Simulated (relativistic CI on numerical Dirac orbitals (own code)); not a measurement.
**Calculated levels, Eu¹⁸⁺**

Calculated at this level of theory: Dirac-Coulomb-Breit CI, orbitals from a KLI potential per configuration, model QED, unscaled Slater integrals (own radial code, finite nucleus).

CI space (outside the closed core [Ar] 3d10): 4s²4p⁶4d⁹, 4s²4p⁵4d¹⁰, 4s²4p⁶4d⁸4f, 4s4p⁶4d¹⁰, 4s²4p⁵4d⁹4f, 4s²4p⁶4d⁸5s, 4s²4p⁶4d⁸5p, 4s4p⁶4d⁹4f, 4s²4p⁶4d⁷4f5s, 4s²4p⁶4d⁸5d, 4s²4p⁶4d⁷5s5p, 4s²4p⁵4d⁹5s, 4s²4p⁶4d⁸5f, 4s²4p⁶4d⁷5s², 4s²4p⁶4d⁶4f5s², 4s²4p⁵4d⁷4f5s², 4s²4p⁶4d⁶5s²5p. Double excitations out of closed p, d and f shells are left out; levels of such configurations are missing from the list, as are those of other unlisted configurations, and high levels can miss mixing partners.

The lowest level is 4s²4p⁶4d⁹ ²D5/2, with 100 % of that term; Hund's rules for 4s²4p⁶4d⁹ give ²D with J = 5/2, in agreement.

```
No.  Configuration  Term     J   E (eV)    %  Landé g  Lifetime (s)
  1      4s²4p⁶4d⁹    ²D   5/2    0.000  100    1.198              
  2      4s²4p⁶4d⁹    ²D   3/2    6.174  100    0.797      5.02e-04
  3     4s²4p⁵4d¹⁰   ²P°   3/2  123.690   76    1.334      6.65e-11
  4      4d⁸(3F)4f   ⁴F°   5/2  135.314   43    1.136      1.94e-08
  5      4d⁸(3F)4f   ⁴F°   7/2  135.379   64    1.249      2.99e-09
  6      4d⁸(3F)4f   ⁴F°   9/2  136.413   81    1.297      8.85e-05
  7      4d⁸(3F)4f   ⁴D°   3/2  136.533   37    1.211      2.30e-09
  8      4d⁸(3F)4f   ⁴D°   5/2  137.426   30    1.222      5.63e-10
  9      4d⁸(1G)4f   ²P°   1/2  137.502   57    1.032      5.04e-10
 10      4d⁸(3F)4f   ⁴I°  15/2  138.218   92    1.188              
 11      4d⁸(3F)4f   ⁴D°   7/2  138.422   63    1.325      1.36e-08
 12      4d⁸(3F)4f   ⁴I°  13/2  138.451   47    1.131      8.37e+00
 13      4d⁸(3F)4f   ⁴H°  11/2  139.116   48    1.161      4.77e-02
 14      4d⁸(3P)4f   ⁴F°   3/2  139.163   53    0.955      4.09e-10
 15      4d⁸(3F)4f   ⁴H°  13/2  139.598   53    1.150      1.19e-01
 16      4d⁸(3F)4f   ²G°   9/2  140.048   33    1.059      1.98e-04
 17      4d⁸(1D)4f   ²D°   3/2  140.965   43    0.884      5.08e-10
 18      4d⁸(3F)4f   ⁴D°   1/2  141.047   60    0.332      3.31e-10
 19      4d⁸(3F)4f   ⁴G°  11/2  141.253   37    1.115      3.11e-03
 20      4d⁸(1D)4f   ²F°   5/2  141.536   33    1.102      2.08e-09
 21      4d⁸(1D)4f   ²G°   7/2  141.887   51    0.884      1.15e-09
 22      4d⁸(3F)4f   ⁴I°   9/2  142.040   27    0.975      8.69e-03
 23      4d⁸(1D)4f   ²D°   5/2  142.650   30    1.206      2.80e-09
 24      4d⁸(3F)4f   ²P°   3/2  142.800   44    1.166      9.37e-10
 25      4d⁸(3F)4f   ⁴P°   1/2  142.945   52    1.839      1.10e-08
 26      4d⁸(3F)4f   ⁴G°   7/2  142.960   66    0.970      2.41e-10
 27      4d⁸(3F)4f   ⁴D°   3/2  143.184   43    1.264      7.96e-10
 28      4d⁸(1D)4f   ²G°   9/2  143.188   31    1.049      1.89e-03
 29      4d⁸(3F)4f   ²S°   1/2  143.537   36    1.435      8.42e-10
 30      4d⁸(3F)4f   ⁴I°  11/2  144.153   46    1.061      7.50e-04
 31      4d⁸(3F)4f   ²G°   9/2  144.409   46    1.159      3.61e-04
 32      4d⁸(1D)4f   ²F°   7/2  144.533   39    1.089      7.96e-10
 33      4d⁸(1D)4f   ²H°  11/2  144.787   37    1.067      1.47e-03
 34      4d⁸(3F)4f   ⁴I°  13/2  144.821   48    1.093      4.07e-04
 35      4d⁸(3F)4f   ⁴G°   5/2  144.876   39    0.896      1.67e-10
 36      4d⁸(1G)4f   ²D°   5/2  145.167   33    1.170      2.36e-10
 37      4d⁸(3F)4f   ⁴H°   9/2  145.244   39    1.076      2.74e-04
 38      4d⁸(3F)4f   ⁴S°   3/2  145.367   33    1.546      6.29e-09
 39      4d⁸(3P)4f   ⁴F°   7/2  146.228   52    1.050      9.22e-10
 40      4d⁸(1G)4f   ²D°   5/2  146.321   39    0.967      9.07e-10
 41      4d⁸(1G)4f   ²K°  13/2  146.430   77    0.965      1.07e-03
 42      4d⁸(3F)4f   ⁴F°   3/2  146.444   38    0.816      4.63e-10
 43      4d⁸(3F)4f   ²H°  11/2  147.048   66    1.108      3.71e-04
 44      4d⁸(1G)4f   ²K°  15/2  147.109   92    1.076      1.05e-03
 45      4d⁸(3P)4f   ⁴D°   1/2  147.210   57    0.733      3.11e-10
 46      4d⁸(1G)4f   ²F°   7/2  147.498   73    1.118      9.55e-10
 47      4d⁸(1D)4f   ²G°   9/2  147.877   34    1.055      5.27e-04
 48      4d⁸(3F)4f   ⁴I°   9/2  148.172   28    0.992      4.18e-04
 49      4d⁸(3P)4f   ²F°   5/2  148.454   48    0.961      2.46e-09
 50      4d⁸(3P)4f   ²G°   7/2  148.731   30    1.089      6.91e-09
 51      4d⁸(3P)4f   ⁴D°   3/2  148.776   57    1.225      7.61e-10
 52      4d⁸(3P)4f   ⁴G°  11/2  149.276   53    1.110      5.27e-04
 53      4d⁸(1G)4f   ²F°   5/2  149.674   45    0.857      5.48e-10
 54      4d⁸(1G)4f   ²G°   7/2  150.080   68    0.913      1.66e-09
 55      4d⁸(3P)4f   ⁴D°   5/2  150.790   61    1.186      2.37e-09
 56      4d⁸(3P)4f   ⁴D°   7/2  150.929   44    1.217      2.03e-09
 57      4d⁸(3F)4f   ²G°   7/2  151.539   28    1.027      2.80e-09
 58      4d⁸(3F)4f   ²P°   1/2  151.562   42    0.706      1.03e-10
 59      4d⁸(1G)4f   ²H°  11/2  152.036   43    1.047      4.46e-04
 60      4d⁸(3P)4f   ²D°   3/2  152.143   46    0.866      2.78e-10
 61      4d⁸(1G)4f   ²G°   9/2  152.156   47    1.023      3.50e-04
 62      4d⁸(3P)4f   ⁴G°   9/2  152.231   64    1.118      4.78e-04
 63      4d⁸(1G)4f   ²F°   5/2  152.498   45    0.775      1.87e-10
 64      4d⁸(3F)4f   ⁴G°   7/2  152.935   40    0.995      4.91e-09
 65      4d⁸(1G)4f   ²I°  11/2  153.176   65    0.978      4.86e-04
 66      4d⁸(1D)4f   ²D°   3/2  153.287   51    0.997      1.15e-10
 67      4d⁸(1G)4f   ²G°   9/2  153.317   59    1.050      3.37e-04
 68      4d⁸(1G)4f   ²I°  13/2  153.469   97    1.078      5.55e-04
 69      4d⁸(1G)4f   ²F°   7/2  153.937   59    1.060      8.60e-10
 70      4d⁸(1D)4f   ²P°   1/2  154.377   67    0.575      2.36e-11
```

Energies count from the lowest computed level; ° marks odd parity; lifetimes are radiative, by E1, M1, E2, M2, E3 decay to levels of this space only; some are left blank where a channel outside the calculation adds to the decay or the decay crosses a small, uncertain gap. Percentages are summed over parent terms; the parents shown are those of the largest component, closed shells are left out there.

The mean weight of the leading LS term, summed over parents, in these 70 levels is 51 %, and that of the leading jj configuration (from the same eigenvectors) 58 %.

At this charge energies of transitions that change n are usually good to better than 1 %, and those within a shell (Δn = 0) to a few per cent.

LS names give the leading component of a level, which can be under half, so a name can repeat, a term be missing and a line seem to break the LS rules.
